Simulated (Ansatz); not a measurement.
A run on C$_{6}$H$_{4}$Se$_{4}$, SMILES `C1=C[Se]C(=C2[Se]C=C[Se]2)[Se]1` with other settings.

```yaml
crystal:
  periodic: [false, false, false]
  atoms:
    - {symbol: C, position_ang: [2.511147, -0.779135, -2.075202]}
    - {symbol: C, position_ang: [3.173040, -0.460483, -0.969104]}
    - {symbol: Se, position_ang: [2.273106, 0.430042, 0.421580]}
    - {symbol: C, position_ang: [0.583779, 0.202455, -0.407684]}
    - {symbol: C, position_ang: [-0.576210, 0.405068, 0.228096]}
    - {symbol: Se, position_ang: [-0.682708, 0.946621, 2.041574]}
    - {symbol: C, position_ang: [-2.514235, 0.532942, 2.147996]}
    - {symbol: C, position_ang: [-3.176091, 0.214047, 1.041955]}
    - {symbol: Se, position_ang: [-2.265436, 0.184541, -0.603272]}
    - {symbol: Se, position_ang: [0.690425, -0.331979, -2.223266]}
    - {symbol: H, position_ang: [2.965334, -1.268311, -2.927568]}
    - {symbol: H, position_ang: [4.226443, -0.661117, -0.820165]}
    - {symbol: H, position_ang: [-2.973780, 0.596388, 3.126205]}
    - {symbol: H, position_ang: [-4.234804, -0.011102, 1.018876]}
basis:
  gaussian: {orbitals: aug-cc-pVTZ, fitting: {mean_field: cc-pVTZ-jkfit}}
total_charge: 1
magnetization: {spin_polarized: true, initial_magnetization: 1}
hamiltonian: {xc: {name: LC-wPBE}, pseudopotentials: {relativity: scalar}}
output: {forces: true}
```

```sh
$ ansatz run in.yaml --threads 4 --pin off --events-out ev --progress --plain --max-ram 46080MiB --backend cuda --devices 0, --max-vram 37GiB
```

Output, abridged:

```
Functional definition: LC-wPBE
1422 factors; integrals over basis functions are off by at most 7.1e-1 eV
1422 factors; integrals over basis functions are off by at most 1.1e-2 eV
mean field evaluation 1: about -270023.7993 eV, gradient 5.4e1 eV
mean field evaluation 2: about -270023.5309 eV, gradient 5.4e1 eV
mean field evaluation 4: about -270036.6657 eV, gradient 3.9e0 eV
mean field evaluation 8: about -270036.7796 eV, gradient 1.2e-1 eV
mean field evaluation 16: about -270036.7801 eV, gradient 5.9e-4 eV
mean field -270036.78010468 eV, -9923.6686313436 hartree, gradient 5.0e-5 eV, S^2 0.775489; 2 other end points of the search recorded, 0 dependent functions left out
reference -270036.78010471 eV, -9923.6686313445 hartree; 88, 87 occupied and 516, 517 virtual orbitals, 1422 factors
Total energy: -270036.78010471 eV, -9923.6686313445 hartree
Relativity: scalar
Atom 0 at     2.511147    -0.779135    -2.075202 Å, force    -1.097811     0.638849     0.396540 eV/Å
Atom 1 at     3.173040    -0.460483    -0.969104 Å, force    -1.034759     0.670080     0.502095 eV/Å
Atom 2 at     2.273106     0.430042     0.421580 Å, force    -1.079938    -1.243501    -1.921154 eV/Å
Atom 3 at     0.583779     0.202455    -0.407684 Å, force     2.728664    -0.218888    -1.569806 eV/Å
Atom 4 at    -0.576210     0.405068     0.228096 Å, force    -2.721169     0.735779     1.416424 eV/Å
Atom 5 at    -0.682708     0.946621     2.041574 Å, force    -1.366066    -1.194403    -1.764713 eV/Å
Atom 6 at    -2.514235     0.532942     2.147996 Å, force     1.109629     0.294277    -0.672103 eV/Å
Atom 7 at    -3.176091     0.214047     1.041955 Å, force     1.045360     0.265942    -0.778980 eV/Å
Atom 8 at    -2.265436     0.184541    -0.603272 Å, force     1.064447    -0.025153     2.296454 eV/Å
Atom 9 at     0.690425    -0.331979    -2.223266 Å, force     1.349768    -0.073562     2.139428 eV/Å
Atom 10 at     2.965334    -1.268311    -2.927568 Å, force     0.012080     0.088559     0.161405 eV/Å
Atom 11 at     4.226443    -0.661117    -0.820165 Å, force    -0.149052     0.010667    -0.107820 eV/Å
Atom 12 at    -2.973780     0.596388     3.126205 Å, force    -0.011127    -0.013130    -0.183582 eV/Å
Atom 13 at    -4.234804    -0.011102     1.018876 Å, force     0.149973     0.064484     0.085812 eV/Å
Dipole moment:    -0.001857    -0.157259     0.046419 e Å
```

Run time 11 s (4 threads of an AMD EPYC 7R13 on a shared host and a share of an NVIDIA H100 80 GB); peak host memory 1.5 GiB.
